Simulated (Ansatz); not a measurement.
The cluster Pd2Au⁺ (the lowest singlet isomer of a short search), 3 atoms. Hardware: 4 threads of Arm Neoverse V1 on a shared host.

In the def2 sets Au, Pd take a core potential; there is no spin–orbit coupling. Correlated methods freeze no core orbitals; core or outer-core shells of Pd, Au are correlated, in sets that lack core-valence functions.

(1) How many basis functions does each of these Ansatz runs have, and roughly what does it cost? r2SCAN-D4/def2-TZVP, charge 0 doublet at the geometry of the charge 1 singlet, energy, from earlier orbitals; r2SCAN-D4/def2-TZVP, charge 1 unrestricted singlet, energy, from earlier orbitals; PBE-D4/def2-TZVP, charge 1 singlet, energy, from earlier orbitals; LC-ωPBE/def2-TZVP, charge 1 triplet, energy, from earlier orbitals; r2SCAN-D4/def2-TZVP, charge 1 singlet, energy and forces, from earlier orbitals; RPA@PBE/def2-TZVP, charge 1 triplet, energy, from earlier orbitals; LDA (SPW92)/def2-TZVP, charge 1 quintet, energy, from earlier orbitals; PBE-D4/def2-TZVP, charge 1 unrestricted singlet, energy, from earlier orbitals; CAM-B3LYP-D4/def2-TZVP, charge 1 singlet, energy, from earlier orbitals; MP2/def2-TZVP, charge 1 singlet, energy, from earlier orbitals; revPBE-D4/def2-TZVP, charge 1 singlet, energy, from earlier orbitals; RPA@PBE/def2-TZVP, charge 1 quintet, energy, from earlier orbitals.

Results:

(1) Other jobs shared the machine, so times can vary by a factor of up to 3. A dash marks memory too small to be measured apart from the calling script's.

```json
{"run": "revPBE-D4/def2-TZVP, charge 1 singlet, energy, from earlier orbitals", "functions": "120", "fitting or Cholesky vectors": "1076", "wall time": "1.4 s", "peak host memory (GiB)": "–"}
{"run": "PBE-D4/def2-TZVP, charge 1 singlet, energy, from earlier orbitals", "functions": "120", "fitting or Cholesky vectors": "1076", "wall time": "1.5 s", "peak host memory (GiB)": "–"}
{"run": "r2SCAN-D4/def2-TZVP, charge 1 singlet, energy and forces, from earlier orbitals", "functions": "120", "fitting or Cholesky vectors": "1076", "wall time": "3.4 s", "peak host memory (GiB)": "–"}
{"run": "MP2/def2-TZVP, charge 1 singlet, energy, from earlier orbitals", "functions": "120", "fitting or Cholesky vectors": "1156", "wall time": "6 s", "peak host memory (GiB)": "–"}
{"run": "CAM-B3LYP-D4/def2-TZVP, charge 1 singlet, energy, from earlier orbitals", "functions": "120", "fitting or Cholesky vectors": "1097", "wall time": "6 s", "peak host memory (GiB)": "–"}
{"run": "RPA@PBE/def2-TZVP, charge 1 quintet, energy, from earlier orbitals", "functions": "120", "fitting or Cholesky vectors": "1156", "wall time": "7 s", "peak host memory (GiB)": "–"}
{"run": "r2SCAN-D4/def2-TZVP, charge 0 doublet at the geometry of the charge 1 singlet, energy, from earlier orbitals", "functions": "120", "fitting or Cholesky vectors": "1076", "wall time": "7 s", "peak host memory (GiB)": "–"}
{"run": "LDA (SPW92)/def2-TZVP, charge 1 quintet, energy, from earlier orbitals", "functions": "120", "fitting or Cholesky vectors": "1076", "wall time": "7.5 s", "peak host memory (GiB)": "–"}
{"run": "RPA@PBE/def2-TZVP, charge 1 triplet, energy, from earlier orbitals", "functions": "120", "fitting or Cholesky vectors": "1156", "wall time": "12 s", "peak host memory (GiB)": "–"}
{"run": "LC-ωPBE/def2-TZVP, charge 1 triplet, energy, from earlier orbitals", "functions": "120", "fitting or Cholesky vectors": "1076", "wall time": "13 s", "peak host memory (GiB)": "–"}
{"run": "PBE-D4/def2-TZVP, charge 1 unrestricted singlet, energy, from earlier orbitals", "functions": "120", "fitting or Cholesky vectors": "1076", "wall time": "17 s", "peak host memory (GiB)": "–"}
{"run": "r2SCAN-D4/def2-TZVP, charge 1 unrestricted singlet, energy, from earlier orbitals", "functions": "120", "fitting or Cholesky vectors": "1076", "wall time": "35 s", "peak host memory (GiB)": "–"}
```
